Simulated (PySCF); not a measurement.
Ge(All)(H)3, C3H8Ge, SMILES C=C[CH2][GeH3] (B3LYP/def2-SVP optimised geometry):

```
12

Ge    -0.346     0.785     0.000
C     -1.024    -0.170     1.609
C     -0.669    -1.624     1.609
C      0.239    -2.209     2.398
H     -0.857     2.244     0.000
H      1.197     0.785     0.000
H     -0.848     0.080    -1.279
H     -0.617     0.344     2.495
H     -2.118    -0.028     1.613
H     -1.197    -2.244     0.872
H      0.798    -1.642     3.151
H      0.456    -3.278     2.321
```

Level of theory: B3LYP/def2-TZVP in PySCF.

Question: What are the frontier orbital energies and the dipole moment?

Answer: HOMO-2 -9.12 eV, HOMO-1 -9.09 eV, HOMO -6.88 eV, LUMO -0.19 eV, LUMO+1 0.57 eV; dipole moment 0.49 D.

On the same geometry PBE/def2-TZVP (PySCF) gives HOMO-2 -8.00 eV, HOMO-1 -7.98 eV, HOMO -6.03 eV, LUMO -0.94 eV, LUMO+1 0.06 eV; dipole moment 0.49 D.

Meta-Löwdin charges at B3LYP/def2-TZVP: Ge1 0.37, C2 -0.38, C3 -0.09, C4 -0.28, H5 -0.07, H6 -0.07, H7 -0.07, H8 0.12, H9 0.12, H10 0.11, H11 0.11, H12 0.12.
